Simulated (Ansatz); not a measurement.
Relaxing a trial structure of ClH6NSi2Zn

The starting geometry of this gas-phase singlet was optimised with GFN2-xTB.

```yaml
atoms:
  - { symbol: Cl, position_ang: [-0.5727, 2.2951, -0.3271] }
  - { symbol: N, position_ang: [0.9858, -0.1159, -0.3737] }
  - { symbol: Si, position_ang: [-0.3838, 0.3932, 0.5138] }
  - { symbol: Si, position_ang: [1.7980, -1.6720, -0.3093] }
  - { symbol: Zn, position_ang: [-2.7647, 1.5245, 0.7600] }
  - { symbol: H, position_ang: [-2.8204, 2.2398, 2.0845] }
  - { symbol: H, position_ang: [-3.5373, 0.8825, -0.3738] }
  - { symbol: H, position_ang: [1.3591, 0.5238, -1.0663] }
  - { symbol: H, position_ang: [1.9355, -2.0038, 1.1043] }
  - { symbol: H, position_ang: [0.9842, -2.6602, -1.0153] }
  - { symbol: H, position_ang: [3.0817, -1.4640, -0.9767] }
```

**Question.** Predict what it relaxes into with PBE0-D4/def2-SVP.

**Answer.** It rearranges, giving a structure given below by its coordinates. Distances that change by over a tenth: Cl1–Zn5 (2.57 → 3.66 Å). Contacts that open: Zn5–H7 (1.51 → 3.39 Å). Contacts that close: Si3–H7 (3.31 → 1.50 Å).

The energy falls by 1.94 eV over 39 steps:

```json
{"step": "1", "E − E(last) (eV)": "1.939"}
{"step": "5", "E − E(last) (eV)": "1.493"}
{"step": "9", "E − E(last) (eV)": "1.389"}
{"step": "14", "E − E(last) (eV)": "1.329"}
{"step": "18", "E − E(last) (eV)": "1.224"}
{"step": "22", "E − E(last) (eV)": "0.601"}
{"step": "26", "E − E(last) (eV)": "0.095"}
{"step": "31", "E − E(last) (eV)": "0.008"}
{"step": "35", "E − E(last) (eV)": "0.001"}
{"step": "39", "E − E(last) (eV)": "0.000"}
```

Final geometry (Å):

```yaml
atoms:
  - { symbol: Cl, position_ang: [0.5720, 2.9392, -0.1431] }
  - { symbol: N, position_ang: [0.3681, -0.0964, -1.0476] }
  - { symbol: Si, position_ang: [-0.6184, 1.2382, -0.5094] }
  - { symbol: Si, position_ang: [1.0039, -1.3366, -0.0101] }
  - { symbol: Zn, position_ang: [-1.6516, 0.5613, 1.5291] }
  - { symbol: H, position_ang: [-2.3448, 0.1455, 2.8609] }
  - { symbol: H, position_ang: [-1.4656, 1.6468, -1.6722] }
  - { symbol: H, position_ang: [0.7363, -0.0471, -1.9955] }
  - { symbol: H, position_ang: [0.2035, -1.2274, 1.2589] }
  - { symbol: H, position_ang: [0.8124, -2.7012, -0.5883] }
  - { symbol: H, position_ang: [2.4495, -1.1789, 0.3377] }
```

No frequencies were run, so the end isn't proven a minimum. Run with Ansatz 0.2.0, 2.3 min on 2 threads of Arm Neoverse V2, on a shared host.
